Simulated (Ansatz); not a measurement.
Start from `N[CH2][SnH3]` and change one atom or group to get `NCF`.

Ansatz, PBE0-D4/def2-TZVP geometries, multiplicity 1. Each molecule was computed in one conformer, which needn't be the lowest.

Elements past krypton have def2 core potentials.

| property | `N[CH2][SnH3]` |
| --- | --- |
| LUMO energy (PBE/def2-TZVPP) / eV | -0.42 |
| LUMO energy (ωB97M-V/def2-TZVPP) / eV | 1.60 |
| HOMO–LUMO gap (B3LYP/def2-TZVPP) / eV | 6.63 |
| HOMO–LUMO gap (ωB97M-V/def2-TZVPP) / eV | 10.73 |
| HOMO energy (B3LYP/def2-TZVPP) / eV | -6.59 |
| size of the dipole moment (B3LYP/def2-TZVPP) / D | 1.72 |

Problem. Give the same properties after the change, and the shifts. (Estimate.)

Solution. The calculation gave: 
```tsv
property	`NCF`	shift
LUMO energy (PBE/def2-TZVPP) / eV	0.33	0.75
LUMO energy (ωB97M-V/def2-TZVPP) / eV	2.54	0.94
HOMO–LUMO gap (B3LYP/def2-TZVPP) / eV	8.49	1.86
HOMO–LUMO gap (ωB97M-V/def2-TZVPP) / eV	12.95	2.22
HOMO energy (B3LYP/def2-TZVPP) / eV	-7.72	-1.13
size of the dipole moment (B3LYP/def2-TZVPP) / D	1.18	-0.54
```

With PBE0 the HOMO falls by 1.16 eV and the LUMO rises by 0.85 eV, so the gap widens by about 2.01 eV. PBE moves the HOMO by -1.00 eV and ωB97M-V by -1.28 eV. The zero-point energy changes by -42.8 kJ/mol with -9 modes. Dipoles are sizes alone; their direction can turn.

B3LYP here is the variant with VWN-RPA as its local correlation; programs differ in this.
